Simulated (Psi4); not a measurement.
Input for Psi4: SAPT0/jun-cc-pV(D+d)Z on CH10Si2 (a complex), monomers drawn apart or pushed together.

```
memory 8100 MB

molecule dimer {
0 1
Si    0.01589091   -0.30158585    0.19159902
H    -1.17819869   -0.19754552    1.05935938
H    -0.36600159   -0.03244797   -1.21292597
H     0.57665934   -1.66818226    0.29681122
H     1.03143585    0.68019181    0.63077815
--
0 1
C     0.83148131   -0.79643881    3.72031515
Si   -0.38532070    0.61034371    3.96892513
H     0.64925717   -1.31949352    2.78040649
H     0.74583223   -1.52526586    4.52845525
H     1.85783492   -0.42556275    3.70732006
H    -0.21633429    1.64622008    2.92240505
H    -0.17011647    1.24668734    5.29178331
H    -1.78047413    0.11092859    3.91209944
units angstrom
symmetry c1
no_reorient
no_com
}

set {
  basis jun-cc-pV(D+d)Z
  scf_type df
  freeze_core true
}

energy('sapt0')
```

Program output:

```
[...]
==> Input File <==

--------------------------------------------------------------------------
memory 8100 MB

molecule dimer {
0 1
Si    0.01589091   -0.30158585    0.19159902
H    -1.17819869   -0.19754552    1.05935938
H    -0.36600159   -0.03244797   -1.21292597
H     0.57665934   -1.66818226    0.29681122
H     1.03143585    0.68019181    0.63077815
--
0 1
C     0.83148131   -0.79643881    3.72031515
Si   -0.38532070    0.61034371    3.96892513
H     0.64925717   -1.31949352    2.78040649
H     0.74583223   -1.52526586    4.52845525
H     1.85783492   -0.42556275    3.70732006
H    -0.21633429    1.64622008    2.92240505
H    -0.17011647    1.24668734    5.29178331
H    -1.78047413    0.11092859    3.91209944
units angstrom
symmetry c1
no_reorient
no_com
}

set {
  basis jun-cc-pV(D+d)Z
  scf_type df
  freeze_core true
}

energy('sapt0')
--------------------------------------------------------------------------


   => Loading Basis Set <=

    Name: JUN-CC-PV(D+D)Z
    Role: ORBITAL
    Keyword: BASIS
    atoms 1, 7      entry SI         line   566 file jun-cc-pv_dpd_z.gbs
    atoms 2-5, 8-13 entry H          line    60 file jun-cc-pv_dpd_z.gbs
    atoms 6         entry C          line   188 file jun-cc-pv_dpd_z.gbs

   => Loading Basis Set <=

    Name: JUN-CC-PV(D+D)Z
    Role: ORBITAL
    Keyword: BASIS
    atoms 1, 7      entry SI         line   566 file jun-cc-pv_dpd_z.gbs
    atoms 2-5, 8-13 entry H          line    60 file jun-cc-pv_dpd_z.gbs
    atoms 6         entry C          line   188 file jun-cc-pv_dpd_z.gbs


  //>>>>>>>>>>>>>>>>>>>>>>>>>>>>>>>>>>>//
  //              Dimer HF             //
  //<<<<<<<<<<<<<<<<<<<<<<<<<<<<<<<<<<<//

   => Libint2 <=

    Primary   basis highest AM E, G, H:  7, 6, 3
    Auxiliary basis highest AM E, G, H:  7, 7, 4
    Onebody   basis highest AM E, G, H:  -, -, -
    Solid Harmonics ordering:            Gaussian


   => Loading Basis Set <=

    Name: JUN-CC-PV(D+D)Z
    Role: ORBITAL
    Keyword: BASIS
    atoms 1, 7      entry SI         line   566 file jun-cc-pv_dpd_z.gbs
    atoms 2-5, 8-13 entry H          line    60 file jun-cc-pv_dpd_z.gbs
    atoms 6         entry C          line   188 file jun-cc-pv_dpd_z.gbs


         ---------------------------------------------------------
                                   SCF
               by Justin Turney, Rob Parrish, Andy Simmonett
                          and Daniel G. A. Smith
                              RHF Reference
                        4 Threads,   7724 MiB Core
         ---------------------------------------------------------

  ==> Geometry <==

    Molecular point group: c1
    Full point group: C1

    Geometry (in Angstrom), charge = 0, multiplicity = 1:

       Center              X                  Y                   Z               Mass
    ------------   -----------------  -----------------  -----------------  -----------------
         SI           0.015890910000    -0.301585850000     0.191599020000    27.976926534650
         H           -1.178198690000    -0.197545520000     1.059359380000     1.007825032230
         H           -0.366001590000    -0.032447970000    -1.212925970000     1.007825032230
         H            0.576659340000    -1.668182260000     0.296811220000     1.007825032230
         H            1.031435850000     0.680191810000     0.630778150000     1.007825032230
         C            0.831481310000    -0.796438810000     3.720315150000    12.000000000000
         SI          -0.385320700000     0.610343710000     3.968925130000    27.976926534650
         H            0.649257170000    -1.319493520000     2.780406490000     1.007825032230
         H            0.745832230000    -1.525265860000     4.528455250000     1.007825032230
         H            1.857834920000    -0.425562750000     3.707320060000     1.007825032230
         H           -0.216334290000     1.646220080000     2.922405050000     1.007825032230
         H           -0.170116470000     1.246687340000     5.291783310000     1.007825032230
         H           -1.780474130000     0.110928590000     3.912099440000     1.007825032230

  Running in c1 symmetry.

  Rotational constants: A =      0.31065  B =      0.02356  C =      0.02240 [cm^-1]
  Rotational constants: A =   9313.13310  B =    706.44625  C =    671.55027 [MHz]
  Nuclear repulsion =  148.424071150405183

  Charge       = 0
  Multiplicity = 1
  Electrons    = 44
  Nalpha       = 22
  Nbeta        = 22

  ==> Algorithm <==

  SCF Algorithm Type is DF.
  DIIS enabled.
  MOM disabled.
  Fractional occupation disabled.
  Guess Type is SAD.
  Energy threshold   = 1.00e-08
  Density threshold  = 1.00e-08
  Integral threshold = 1.00e-12

  ==> Primary Basis <==

  Basis Set: JUN-CC-PV(D+D)Z
    Blend: JUN-CC-PV(D+D)Z
    Number of shells: 60
    Number of basis functions: 122
    Number of Cartesian functions: 127
    Spherical Harmonics?: true
    Max angular momentum: 2

   => Loading Basis Set <=

    Name: (JUN-CC-PV(D+D)Z
[...]
    6.652770
     116A      6.713593   117A      6.715347   118A      6.722064
     119A     14.140465   120A     14.143040   121A     14.217596
     122A    103.607866

    Final Occupation by Irrep:
              A
    DOCC [    13 ]
    NA   [    13 ]
    NB   [    13 ]

  @DF-RHF Final Energy:  -330.29954750808338

   => Energetics <=

    Nuclear Repulsion Energy =             62.8133896800501006
    One-Electron Energy =                -580.3340522383017515
    Two-Electron Energy =                 187.2211150501682084
    Total Energy =                       -330.2995475080833785

Computation Completed


Properties will be evaluated at   0.000000,   0.000000,   0.000000 [a0]

Properties computed using the SCF density matrix


 Multipole Moments:

 ------------------------------------------------------------------------------------
     Multipole            Electronic (a.u.)      Nuclear  (a.u.)        Total (a.u.)
 ------------------------------------------------------------------------------------

 L = 1.  Multiply by 2.5417464519 to convert [e a0] to [Debye]
 Dipole X            :         -1.1020424            1.2857649            0.1837226
 Dipole Y            :         -6.8278128            6.6134612           -0.2143516
 Dipole Z            :       -190.9564861          190.9177309           -0.0387552
 Magnitude           :                                                    0.2849606

 ------------------------------------------------------------------------------------

  Constructing Basis Sets for SAPT...

   => Loading Basis Set <=

    Name: (JUN-CC-PV(D+D)Z AUX)
    Role: RIFIT
    Keyword: DF_BASIS_SAPT
    atoms 1, 7      entry SI         line   376 file jun-cc-pvdz-ri.gbs
    atoms 2-5, 8-13 entry H          line    30 file jun-cc-pvdz-ri.gbs
    atoms 6         entry C          line   100 file jun-cc-pvdz-ri.gbs

   => Loading Basis Set <=

    Name: (JUN-CC-PV(D+D)Z AUX)
    Role: JKFIT
    Keyword: DF_BASIS_ELST
    atoms 1, 7      entry SI         line   506 file jun-cc-pvdz-jkfit.gbs
    atoms 2-5, 8-13 entry H          line    70 file jun-cc-pvdz-jkfit.gbs
    atoms 6         entry C          line   146 file jun-cc-pvdz-jkfit.gbs


  //>>>>>>>>>>>>>>>>>>>>>>>>>>>>>>>>>>>//
  //               SAPT0               //
  //<<<<<<<<<<<<<<<<<<<<<<<<<<<<<<<<<<<//



        SAPT0
    Ed Hohenstein
     6 June 2009

      Orbital Information
  --------------------------
    NSO        =       122
    NMO        =       122
    NRI        =       375
    NRI (Elst) =       551
    NOCC A     =         9
    NOCC B     =        13
    FOCC A     =         5
    FOCC B     =         6
    NVIR A     =       113
    NVIR B     =       109

    Elst10,r            =    -0.002290533432 [Eh]
    Exch10              =     0.008412649059 [Eh]
    Exch10 (S^2)        =     0.008372225127 [Eh]

    Maxiter = 50
    CPHF R converge = 1.000000E-08

    Iter     Energy [mEh]          dE [mEh]         Residual      Time [s]
       1      -0.95805865       0.958058646     4.169068e-03             0
       2      -1.19254090       0.234482255     5.841569e-04             0
       3      -1.18781243      -0.004728468     1.318909e-04             0
       4      -1.18761438      -0.000198058     2.641407e-05             0
       5      -1.18783504       0.000220664     4.055180e-06             0
       6      -1.18779974      -0.000035295     6.870055e-07             0
       7      -1.18780365       0.000003911     9.476740e-08             0
       8      -1.18780351      -0.000000145     1.437526e-08             0
       9      -1.18780346      -0.000000047     2.311853e-09             0

    CHF Iterations converged

    Maxiter = 50
    CPHF R converge = 1.000000E-08

    Iter     Energy [mEh]          dE [mEh]         Residual      Time [s]
       1      -0.87828596       0.878285964     4.078253e-03             0
       2      -1.08974434       0.211458374     6.642364e-04             0
       3      -1.08798894      -0.001755402     2.105151e-04             0
       4      -1.08620113      -0.001787807     5.326157e-05             0
       5      -1.08630329       0.000102163     1.235872e-05             0
       6      -1.08640964       0.000106346     2.025949e-06             0
       7      -1.08639412      -0.000015523     4.232488e-07             0
       8      -1.08639587       0.000001752     7.339981e-08             0
       9      -1.08639589       0.000000018     1.277062e-08             0
      10      -1.08639583      -0.000000052     2.893508e-09             0

    CHF Iterations converged

    Ind20,r (A<-B)      =    -0.001187803462 [Eh]
    Ind20,r (B<-A)      =    -0.001086395834 [Eh]
    Ind20,r             =    -0.002274199296 [Eh]
    Exch-Ind20,r (A<-B) =     0.000991755168 [Eh]
    Exch-Ind20,r (B<-A) =     0.000888679384 [Eh]
    Exch-Ind20,r        =     0.001880434553 [Eh]
    Disp20              =    -0.004546790863 [Eh]
    Disp20 (SS)         =    -0.002273395431 [Eh]
    Disp20 (OS)         =    -0.002273395431 [Eh]
    Exch-Disp20         =     0.000492830065 [Eh]
    Exch-Disp20 (SS)    =     0.000276414256 [Eh]
    Exch-Disp20 (OS)    =     0.000216415808 [Eh]

    SAPT Results
  --------------------------------------------------------------------------------------------------------
    Electrostatics                 -2.29053343 [mEh]      -1.43733143 [kcal/mol]      -6.01379470 [kJ/mol]
      Elst10,r                     -2.29053343 [mEh]      -1.43733143 [kcal/mol]      -6.01379470 [kJ/mol]

    Exchange                        8.41264906 [mEh]       5.27901698 [kcal/mol]      22.08740706 [kJ/mol]
      Exch10                        8.41264906 [mEh]       5.27901698 [kcal/mol]      22.08740706 [kJ/mol]
      Exch10(S^2)                   8.37222513 [mEh]       5.25365058 [kcal/mol]      21.98127404 [kJ/mol]

    Induction                      -0.97576579 [mEh]      -0.61230228 [kcal/mol]      -2.56187274 [kJ/mol]
      Ind20,r                      -2.27419930 [mEh]      -1.42708160 [kcal/mol]      -5.97090943 [kJ/mol]
      Exch-Ind20,r                  1.88043455 [mEh]       1.17999050 [kcal/mol]       4.93708024 [kJ/mol]
      delta HF,r (2)               -0.58200105 [mEh]      -0.36521117 [kcal/mol]      -1.52804355 [kJ/mol]

    Dispersion                     -4.05396080 [mEh]      -2.54389881 [kcal/mol]     -10.64367261 [kJ/mol]
      Disp20                       -4.54679086 [mEh]      -2.85315434 [kcal/mol]     -11.93759777 [kJ/mol]
      Exch-Disp20                   0.49283006 [mEh]       0.30925553 [kcal/mol]       1.29392516 [kJ/mol]
      Disp20 (SS)                  -2.27339543 [mEh]      -1.42657717 [kcal/mol]      -5.96879888 [kJ/mol]
      Disp20 (OS)                  -2.27339543 [mEh]      -1.42657717 [kcal/mol]      -5.96879888 [kJ/mol]
      Exch-Disp20 (SS)              0.27641426 [mEh]       0.17345256 [kcal/mol]       0.72572553 [kJ/mol]
      Exch-Disp20 (OS)              0.21641581 [mEh]       0.13580297 [kcal/mol]       0.56819963 [kJ/mol]

  Total HF                          5.14634983 [mEh]       3.22938328 [kcal/mol]      13.51173963 [kJ/mol]
  Total SAPT0                       1.09238904 [mEh]       0.68548447 [kcal/mol]       2.86806702 [kJ/mol]

  Special recipe for scaled SAPT0 (see Manual):
    Electrostatics sSAPT0          -2.29053343 [mEh]      -1.43733143 [kcal/mol]      -6.01379470 [kJ/mol]
    Exchange sSAPT0                 8.41264906 [mEh]       5.27901698 [kcal/mol]      22.08740706 [kJ/mol]
    Induction sSAPT0               -0.94839595 [mEh]      -0.59512744 [kcal/mol]      -2.49001322 [kJ/mol]
    Dispersion sSAPT0              -4.04678762 [mEh]      -2.53939757 [kcal/mol]     -10.62483944 [kJ/mol]
  Total sSAPT0                      1.12693206 [mEh]       0.70716054 [kcal/mol]       2.95875971 [kJ/mol]
  --------------------------------------------------------------------------------------------------------



*** Psi4 exiting successfully. Buy a developer a beer!
```

The run finished.

Cost: around 25 core-seconds (rough).
